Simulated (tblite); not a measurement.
Compound: C₄H₇FO₂Si.
Numbering: `[CH3:1][O:2][C@@:3]1([F:4])[SiH2:5][C@@H:6]1[CH:7]=[O:8]` (hydrogens: H9, H10, H11 on C1; H12, H13 on Si5; H14 on C6; H15 on C7)

The geometry is computed with GFN2-xTB (gas phase).

Question: Give the optimised bond lengths and angles.

Answer: 
| bond | length (Å) |
| --- | --- |
| C1–O2 | 1.427 |
| O2–C3 | 1.360 |
| C3–F4 | 1.387 |
| C3–Si5 | 1.888 |
| Si5–C6 | 1.934 |
| C6–C7 | 1.457 |
| C7=O8 | 1.207 |
| C3–C6 | 1.541 |
| C1–H9, C1–H10, C1–H11 | 1.091 |
| Si5–H12 | 1.448 |
| Si5–H13 | 1.447 |
| C6–H14 | 1.086 |
| C7–H15 | 1.106 |

Bonds in one row agree within 0.01 Å and their mean is given. A selection of angles:
| angle | degrees |
| --- | --- |
| O2–C1–H9 | 111.0 |
| O2–C1–H11 | 105.9 |
| H9–C1–H10 | 109.3 |
| C1–O2–C3 | 114.9 |
| O2–C3–F4 | 111.5 |
| O2–C3–Si5 | 121.2 |
| O2–C3–C6 | 118.3 |
| F4–C3–Si5 | 118.3 |
| F4–C3–C6 | 113.0 |
| Si5–C3–C6 | 67.8 |
| C3–Si5–C6 | 47.6 |
| C3–Si5–H12 | 116.1 |
| C3–Si5–H13 | 116.8 |
| C6–Si5–H12 | 115.7 |
| C6–Si5–H13 | 114.9 |
| H12–Si5–H13 | 122.9 |
| Si5–C6–C7 | 119.9 |
| Si5–C6–H14 | 115.2 |
| C7–C6–H14 | 113.7 |
| C3–C6–Si5 | 64.7 |
| C3–C6–C7 | 120.8 |
| C3–C6–H14 | 114.1 |
| C6–C7–O8 | 124.8 |
| C6–C7–H15 | 114.1 |
| O8–C7–H15 | 121.1 |

Torsions: C1–O2–C3–F4 64° (synclinal); O2–C3–Si5–C6 111° (anticlinal); C3–Si5–C6–C7 112° (anticlinal); Si5–C6–C7–O8 124° (anticlinal); O2–C3–C6–Si5 -115° (anticlinal).

Of the pairs four or more bonds apart, F4···H15 is among the closest relative to their van der Waals radii: 2.45 Å, 92 % of the sum of Bondi's values. Si5 (SiH2 silicon) has angles from 47.6° to 122.9°. The 2 C–Si bonds span 1.888 Å (C3–Si5, drawn single) to 1.934 Å (Si5–C6, drawn single), a spread of 0.046 Å. The 3-membered ring C3–Si5–C6 has internal angles of 47.6° to 67.8°. The C–O distances run from 1.207 Å (C7=O8, drawn double) to 1.427 Å (C1–O2, drawn single), a spread of 0.220 Å. The C–C distances run from 1.457 Å (C6–C7, drawn single) to 1.541 Å (C3–C6, drawn single), a spread of 0.084 Å.

Point group: C1 (no symmetry element, even within 0.4 Å). Its GFN2-xTB frequencies are all real (lowest 73 cm⁻¹). The numbers are those of one conformer. 3 starts were optimised and ended at 0.00, 0.01 and 0.66 kcal/mol (GFN2-xTB); the lowest of these is shown.

On one thread of an AMD EPYC 7R43, shared host with 256 logical CPUs at a one-minute load of 177, this took 0.96 s. This is the geometry optimisation.
